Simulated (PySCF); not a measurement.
A structure optimised at PBE-D3(BJ)/def2-SVP, used in a PySCF frequency run:

```xyz
9

B      0.2285     0.1084     0.0000
Cl    -0.3680     1.7872     0.0000
F      1.5549    -0.0987     0.0000
N     -0.6704    -0.9664     0.0000
C     -0.3156    -2.3735     0.0000
H     -1.6699    -0.7578     0.0000
H     -0.7047    -2.9003     0.8984
H     -0.7047    -2.9003    -0.8984
H      0.7859    -2.4725     0.0000
```

Task: Write its SMILES, formula and point group.

Result: CNB(F)Cl, CH₄BClFN, Cs

Task: What are its rotational constants (standard atomic weights)?

Result: 7.8268, 2.3142, 1.8069 GHz
